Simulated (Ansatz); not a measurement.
A structure relaxed at PBE-D4/def2-TZVPD in Ansatz, charge -1, singlet:

```csv
atom,x (Å),y (Å),z (Å)
Rh1,0.895,-0.598,-0.866
Rh2,0.094,-0.233,1.359
Rh3,-0.989,0.830,-0.492
```

Give its formula and point group.

Rh₃⁻. Point group D3h (tolerance 0.1 Å).

Summarise the bond lengths by kind (pairs closer than 1.2 times the sum of covalent radii, bridged metal pairs left out).

3 × Rh–Rh 2.39 Å.

In the def2 sets Rh takes a core potential; there is no spin–orbit coupling. The restricted singlet is unstable: a solution with broken spin symmetry lies lower. The highest occupied level of the charge -1 singlet lies above zero (up to 1.09 eV). Its loss leaves the charge 0 doublet, which lies 0.88 eV higher (vertical, at PBE-D4/def2-TZVPD), but this difference is unsure: the doublet is doubtful (geometry relaxed on an unsound state). An occupied level of the charge -1 singlet lies above an empty one (by up to 0.16 eV), so this SCF solution is probably not the lowest. The relaxation made no stability test and no search for a lower SCF solution. At PBE-D4/def2-TZVPD a quintet of charge -1 lies 0.60 eV below the restricted singlet, each at its own geometry. The structure comes from a short search, and lower isomers may exist.
